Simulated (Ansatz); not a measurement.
Computed with Ansatz on PBE0-D4/def2-TZVP structures; ΔE is electronic, products minus reactants. CCSD(T)/CBS adds triple-zeta CCSD(T) − MP2 to the extrapolated MP2 energy (def2 sets, frozen cores). This one scheme is used for every species. DFT in def2-TZVPP. B3LYP here is the variant with VWN-RPA as its local correlation; programs differ in this. One conformer a species, not always the lowest.

`O=CN[SiH3]` + `C[O][AlH][SH]` → `C[O][AlH][S][SiH3]` + `NC=O`  (ligand exchange at the Si–N bond)

`O=CN[SiH3]`:

Cartesian coordinates in Å:
```
O -0.964 -1.072 1.349
C -1.235 -0.799 0.202
N -0.429 -0.034 -0.576
Si 1.071 0.588 0.102
H -2.158 -1.153 -0.292
H -0.729 0.146 -1.521
H 0.800 1.482 1.250
H 1.970 -0.518 0.498
H 1.674 1.361 -1.013
```

`C[O][AlH][SH]`:

Cartesian coordinates in Å:
```
C -0.200 -1.058 0.951
O -0.072 0.328 0.870
Al 0.163 1.498 -0.311
S 0.359 0.942 -2.415
H -0.155 -1.547 -0.031
H 0.601 -1.475 1.570
H -1.157 -1.321 1.412
H 0.240 3.005 0.121
H 0.222 -0.372 -2.166
```

`C[O][AlH][S][SiH3]`:

Z-matrix (Å, degrees):
```
C
O 1 1.391
H 1 1.095 2 110.9
H 1 1.094 2 109.6 3 -119.2
H 1 1.095 2 112.0 3 120.8
Al 2 1.666 1 150.9 3 -82.8
S 6 2.186 2 124.1 1 2.6
H 6 1.569 2 118.2 1 -177.4
Si 7 2.134 6 101.3 2 3.8
H 9 1.483 7 106.8 6 172.0
H 9 1.486 7 111.6 6 -68.9
H 9 1.485 7 111.6 6 52.7
```

`NC=O`:

Z-matrix (Å, degrees):
```
N
C 1 1.351
H 1 1.003 2 121.3
H 1 1.006 2 119.3 3 -180.0
O 2 1.206 1 125.0 3 180.0
H 2 1.107 1 112.3 3 -0.0
```

```json
{"level": "B3LYP-D4", "ΔE (kJ/mol)": "-11.4"}
{"level": "r2SCAN", "ΔE (kJ/mol)": "-13.6"}
{"level": "SCS-MP2/def2-TZVPP", "ΔE (kJ/mol)": "-5.0"}
{"level": "HF/CBS(def2)", "ΔE (kJ/mol)": "-2.0"}
```

Q: What does CCSD(T)/CBS give? (An estimate is asked.)

A: The calculation gave: -8.7 kJ/mol. The listed levels differ from it by -2.7, -4.9, 3.7, 6.7 kJ/mol.

Largest T1 diagnostic among the species: 0.016.

The D4 term adds −4.7 kJ/mol with B3LYP and −2.9 kJ/mol with PBE0; it sums over pairs of atoms, weighted by their polarisabilities, and B3LYP, whose exchange is more repulsive, gets the larger term.
